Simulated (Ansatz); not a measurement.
Cartesian coordinates in Å:
```
C -1.282 0.665 -0.737
S -0.267 -0.743 -1.290
Sn 1.244 -0.843 0.515
F 0.219 -1.157 2.103
Cl 2.106 1.268 0.920
H -2.003 0.838 -1.534
H -1.813 0.426 0.183
H -0.673 1.558 -0.605
H 2.469 -2.011 0.445
```

The species carries charge 0 and has multiplicity 1. Sn: def2 effective core potential.

(1) List the CAM-B3LYP/def2-TZVPP orbital energies in eV (Ansatz). (Best estimate.)

Answers

(1) The calculation gave: Occupied: -2764.39, -2420.34, -672.53, -280.01, -259.15, -218.35, -198.21, -198.06, -198.06, -162.94, -162.86, -162.72, -142.35, -97.29, -97.25, -97.20, -33.67, -31.52, -31.43, -31.35, -31.31, -30.75, -24.40, -23.81, -19.90, -16.41, -14.26, -14.10, -13.28, -13.02, -12.82, -12.20, -11.60, -10.93, -10.75, -10.11, -8.93. Lowest empty: -0.67, 0.41, 0.60, 1.64, 2.35, 2.91, 3.33, 3.69.
